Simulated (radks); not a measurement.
Values are calculated unless marked as measured or tabulated.
Q: The mean radii <r> (bohr) of the occupied orbitals of an atom or ion are listed with their occupations. Level of theory: non-relativistic Kohn-Sham, PBE, spin-polarised, spherical densities, point nucleus (a radial shooting solver on a logarithmic mesh with Libxc functionals).

orbital  occ.      <r>
1s up       1  0.02530
1s down     1  0.02530
2s up       1   0.1081
2s down     1   0.1081
2p up       3  0.09181
2p down     3  0.09181
3s up       1   0.2816
3s down     1   0.2815
3p up       3   0.2714
3p down     3   0.2713
3d up       5   0.2426
3d down     5   0.2424
4s up       1   0.6398
4s down     1   0.6396
4p up       3   0.6580
4p down     3   0.6578
4d up       5   0.7060
4d down     5   0.7062
5s up       1    1.559
5s down     1    1.573
5p up       3    1.774
5p down     3    1.793
4f up       4    1.033
6s up       1    4.802
5d up       1    3.410

Name the element and its charge. Open shells, if any, are filled with parallel spins first.

A: Z = 60, neodymium, charge 0: Nd in [Xe] 4f4 5d1 6s1. The 1s radius gives Z: for a bare nucleus <r> = 1.5/Z, 0.025 bohr for Z = 60, and screening makes it slightly larger (0.02530 here). The occupations add up to 60, and the charge is Z minus that.
